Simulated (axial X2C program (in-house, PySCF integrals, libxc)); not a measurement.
## Bond lengths and stretching modes, held linear, of HGaH⁺

Computed with an in-house all-electron X2C program for linear molecules (integrals from PySCF): two-component X2C with atomic mean-field Coulomb and Gaunt terms, Gaussian nuclei, basis H dyall-v3z, Ga dyall-v3z with contracted cores. Spin-free rows use the one-electron spin-free X2C Hamiltonian.

Masses H 1.008, Ga 68.926, H 1.008 u. States: 2c Ω = 0 (all partner blocks equally filled); spin-free M_S = 0, Λ = 0 (closed shell).

PBE0, spin-free: energies above the lowest point

```
r(H–Ga) (Å)  r(Ga–H) (Å)  E (meV)
     1.4781       1.4781    22.24
     1.4781       1.5160    11.47
     1.4781       1.5539    24.78
     1.5160       1.4781    11.47
     1.5160       1.5160     0.00
     1.5160       1.5539    12.56
     1.5160       1.5918    45.51
     1.5539       1.4781    24.78
     1.5539       1.5160    12.56
     1.5539       1.5539    24.34
     1.5918       1.5160    45.51
     1.5918       1.5918    87.83
```

**Question.** Fit a quadratic surface with cubic terms in each bond: where is the minimum, and what are the two stretching wavenumbers?

**Answer.** At PBE0, spin-free: bonds 1.514 and 1.514 Å; harmonic stretches 2097.3 and 2196.8 cm⁻¹; force constants 2.7, 2.7 and coupling -0.09 mdyn/Å.

The other levels and Hamiltonians give:

```csv
Hamiltonian,level,r(H–Ga) (Å),r(Ga–H) (Å),lower stretch (cm⁻¹),upper stretch (cm⁻¹)
2c,PBE0,1.514,1.514,2096.5,2196.2
2c,HF,1.515,1.515,2195.2,2269.5
2c,r2SCAN,1.508,1.508,2098.5,2204.3
2c,MP2,1.498,1.498,2174.2,2262.4
spin-free,HF,1.514,1.514,2195.9,2270.1
spin-free,r2SCAN,1.507,1.507,2099.3,2204.9
spin-free,MP2,1.498,1.498,2175.0,2262.9
```

Each state is one determinant, the lowest of a limited PBE0 search; the stretches come from a fit to these few points and carry an uncertainty of a few per cent. Other orders of the atoms were not compared. MP2 freezes inner shells (threshold -2 hartree). The molecule was held linear; bending was not examined, so a bent shape may lie lower.
